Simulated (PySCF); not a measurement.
## Dipole response of Br⁻ (bromine, charge -1)

[Kr], closed-shell 1S. Calculation: PySCF 2.14, in def2-QZVPPD (12s8p5d4f1g, 98 functions); the non-relativistic Hamiltonian (point nucleus). Coupled (time-dependent) response in atomic units; α is the mean over directions.

| method | mean α (bohr³) | C₆ (like pair) | S(−4) |
| --- | --- | --- | --- |
| UHF | 39.36 | 426.6 | 390.6 |
| PBE0 | 44.33 | 496.2 | 538.1 |
| LC-wPBE | 41.36 | 453.0 | 447.0 |

S(−4) is the Cauchy moment in α(ω) = α(0) + S(−4) ω² + …

α(iu) at PBE0:

```json
{"u (hartree)": "0", "α(iu) (bohr³)": "44.33"}
{"u (hartree)": "0.0500", "α(iu) (bohr³)": "43.05"}
{"u (hartree)": "0.100", "α(iu) (bohr³)": "39.76"}
{"u (hartree)": "0.200", "α(iu) (bohr³)": "31.32"}
{"u (hartree)": "0.300", "α(iu) (bohr³)": "23.98"}
{"u (hartree)": "0.500", "α(iu) (bohr³)": "14.60"}
{"u (hartree)": "0.750", "α(iu) (bohr³)": "8.785"}
{"u (hartree)": "1.00", "α(iu) (bohr³)": "5.837"}
{"u (hartree)": "1.50", "α(iu) (bohr³)": "3.124"}
{"u (hartree)": "2.00", "α(iu) (bohr³)": "1.969"}
{"u (hartree)": "3.00", "α(iu) (bohr³)": "1.028"}
{"u (hartree)": "5.00", "α(iu) (bohr³)": "0.4649"}
```

A single London oscillator, α(iu) = α/(1 + u²/ω²), gives C₆ = (3/4) ω α². Matching the computed C₆ needs ω = 4 × 496.2 / (3 × 44.33²) = 0.337 hartree.

For an ion, C₆ is the dispersion term alone; charge-induced terms of lower order in 1/R come first.
